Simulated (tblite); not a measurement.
What does the GFN2-xTB structure of InChI=1S/C6H9O2/c1-8-6(7)5-3-2-4-5/h5H,1-4H2 look like in three dimensions? (Doublet state.)

```xyz
17
C6H9O2 angstrom
C      3.3840   -0.1950    0.0324
O      2.1278   -0.6295    0.1597
C      1.0982    0.2616    0.1854
O      1.2667    1.4558    0.0997
C     -0.2183   -0.4392    0.3202
C     -1.2335   -0.1590   -0.8128
C     -2.3093    0.1485    0.2367
C     -1.2147    0.1994    1.3107
H      4.1368   -0.9552    0.0235
H      3.5797    0.8583   -0.0463
H     -0.0515   -1.5021    0.4910
H     -1.4274   -0.9916   -1.4849
H     -0.9514    0.7182   -1.3908
H     -3.0033   -0.6766    0.3823
H     -2.8734    1.0657    0.0863
H     -0.9205    1.2164    1.5605
H     -1.3969   -0.3637    2.2230
```

Any rigid rotation of these coordinates is as good. Atoms count from 1 in this order. The 3 C–O bonds span 1.209 Å (C3=O4, drawn double) to 1.362 Å (O2–C3, drawn single), a spread of 0.153 Å. The 4-membered ring C5–C6–C7–C8 has internal angles of 88.4° to 89.9° (sum 357°, against 360° for a flat polygon); it is puckered, 0.09 Å rms from its mean plane, widest ring torsion 13°. C1 (carbon bonded to O and 2 H) is planar (angles 124.6°, 119.8° and 115.6°, sum 360.0°, 0.00 Å off the plane of its three neighbours). Of the pairs four or more bonds apart, O4···H10 is among the closest relative to their van der Waals radii: 2.39 Å, 88 % of the sum of Bondi's values.

Bonds between heavy atoms (Å): C1–O2 1.335, O2–C3 1.362, C3=O4 1.209, C3–C5 1.497, C5–C6 1.547, C6–C7 1.534, C7–C8 1.534, C5–C8 1.543.

The geometry is computed with GFN2-xTB (gas phase). This method treats the open shell by occupation alone, without spin polarisation.

Point group: near Cs, missed by 0.36 Å at most; the miss may be what the optimiser left on a soft mode. Its lowest GFN2-xTB frequency is 12 cm⁻¹, too small to tell a flat minimum from a shallow saddle. Torsions: H–C1–O2–C3 180° and 0°, C1–O2–C3–O4 0°, O2–C3–C5–C6 -122°, C3–C5–C6–C7 -130°, C5–C6–C7–C8 13°, C6–C7–C8–C5 -13°, C3–C5–C8–C7 130°. 3 starts were optimised and ended at 0.00, 0.02 and 0.06 kcal/mol (GFN2-xTB); the lowest of these is shown.

One conformer stands for the species.
